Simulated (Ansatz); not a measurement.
Start from `CBCO` and change one atom or group to get `CBCN`.

Ansatz, PBE0-D4/def2-TZVP geometries, multiplicity 1. Each molecule was computed in one conformer, which needn't be the lowest.

| property | `CBCO` |
| --- | --- |
| LUMO energy (ωB97M-V/def2-TZVPP) / eV | 0.95 |
| size of the dipole moment (ωB97M-V/def2-TZVPP) / D | 1.90 |
| HOMO–LUMO gap (PBE0/def2-TZVPP) / eV | 6.81 |
| LUMO energy (PBE/def2-TZVPP) / eV | -2.00 |
| size of the dipole moment (PBE/def2-TZVPP) / D | 1.79 |
| HOMO–LUMO gap (PBE/def2-TZVPP) / eV | 4.12 |

Problem. What does the change do to each property? (Best estimate.)

Solution. Computed: 
| property | `CBCN` | shift |
| --- | --- | --- |
| LUMO energy (ωB97M-V/def2-TZVPP) / eV | 1.26 | 0.31 |
| size of the dipole moment (ωB97M-V/def2-TZVPP) / D | 1.33 | -0.57 |
| HOMO–LUMO gap (PBE0/def2-TZVPP) / eV | 6.03 | -0.78 |
| LUMO energy (PBE/def2-TZVPP) / eV | -1.69 | 0.31 |
| size of the dipole moment (PBE/def2-TZVPP) / D | 1.29 | -0.50 |
| HOMO–LUMO gap (PBE/def2-TZVPP) / eV | 3.53 | -0.59 |

With PBE0 the HOMO rises by 1.10 eV and the LUMO rises by 0.32 eV, so the gap narrows by about 0.78 eV. PBE moves the HOMO by 0.90 eV and ωB97M-V by 1.13 eV. The zero-point energy changes by 34.2 kJ/mol with +3 modes. Dipoles are sizes alone; their direction can turn.
